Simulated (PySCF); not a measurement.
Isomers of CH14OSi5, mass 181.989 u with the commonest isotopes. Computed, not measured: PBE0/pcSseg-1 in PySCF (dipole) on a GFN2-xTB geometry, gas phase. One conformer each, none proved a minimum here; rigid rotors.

Task: Order these by dipole moment, smallest first.
A. `[CH3:1][SiH2:2][SiH2:3][Si@@H:4]([SiH3:5])[O:6][SiH3:7]` with C1–Si2–Si3–Si4 6°, Si2–Si3–Si4–Si5 93°, Si3–Si4–O6–Si7 48°
B. `[CH3:1][Si@H:2]([O:3][SiH3:4])[SiH:5]([SiH3:6])[SiH3:7]` with C1–Si2–O3–Si4 -126°, C1–Si2–Si5–Si6 -51°
C. `[OH:1][SiH2:2][CH2:3][Si:4]([SiH3:5])([SiH3:6])[SiH3:7]` with H–O1–Si2–C3 63°, O1–Si2–C3–Si4 46°
D. `[CH3:1][SiH2:2][Si:3]([SiH3:4])([SiH3:5])[O:6][SiH3:7]` with C1–Si2–Si3–Si4 -157°, Si2–Si3–O6–Si7 57°

Result: B (0.36 D), A (0.66 D), D (1.09 D), C (1.64 D).

Task: Order these by rotational constant C, largest first.
A. `[CH3:1][Si@H:2]([O:3][SiH3:4])[SiH:5]([SiH3:6])[SiH3:7]` with C1–Si2–O3–Si4 -126°, C1–Si2–Si5–Si6 -51°
B. `[CH3:1][SiH2:2][SiH2:3][Si@@H:4]([SiH3:5])[O:6][SiH3:7]` with C1–Si2–Si3–Si4 6°, Si2–Si3–Si4–Si5 93°, Si3–Si4–O6–Si7 48°
C. `[CH3:1][SiH2:2][Si:3]([SiH3:4])([SiH3:5])[O:6][SiH3:7]` with C1–Si2–Si3–Si4 -157°, Si2–Si3–O6–Si7 57°
D. `[OH:1][SiH2:2][CH2:3][Si:4]([SiH3:5])([SiH3:6])[SiH3:7]` with H–O1–Si2–C3 63°, O1–Si2–C3–Si4 46°

Result: C (635.5 MHz), D (585.9 MHz), A (457.7 MHz), B (398.7 MHz).

Task: Order these by rotational constant B, largest first.
A. `[OH:1][SiH2:2][CH2:3][Si:4]([SiH3:5])([SiH3:6])[SiH3:7]` with H–O1–Si2–C3 63°, O1–Si2–C3–Si4 46°
B. `[CH3:1][SiH2:2][SiH2:3][Si@@H:4]([SiH3:5])[O:6][SiH3:7]` with C1–Si2–Si3–Si4 6°, Si2–Si3–Si4–Si5 93°, Si3–Si4–O6–Si7 48°
C. `[CH3:1][SiH2:2][Si:3]([SiH3:4])([SiH3:5])[O:6][SiH3:7]` with C1–Si2–Si3–Si4 -157°, Si2–Si3–O6–Si7 57°
D. `[CH3:1][Si@H:2]([O:3][SiH3:4])[SiH:5]([SiH3:6])[SiH3:7]` with C1–Si2–O3–Si4 -126°, C1–Si2–Si5–Si6 -51°

Result: C (721.7 MHz), A (630.9 MHz), D (589.3 MHz), B (501.0 MHz).

```
                             SMILES  point group  Ia (u·Å²)  Ib (u·Å²)  Ic (u·Å²)      κ  μa (D)  μb (D)  μc (D)
C[SiH2][SiH2][Si@@H]([SiH3])O[SiH3]           C1     434.21    1008.64    1267.64  -0.73    0.07    0.23    0.61
 O[SiH2]C[Si]([SiH3])([SiH3])[SiH3]           C1     478.09     801.05     862.56  -0.81    0.22    0.63    1.49
C[Si@H](O[SiH3])[SiH]([SiH3])[SiH3]           C1     401.30     857.57    1104.12  -0.67    0.27    0.16    0.18
 C[SiH2][Si]([SiH3])([SiH3])O[SiH3]           C1     610.09     700.24     795.22  -0.11    1.07    0.16    0.12
```
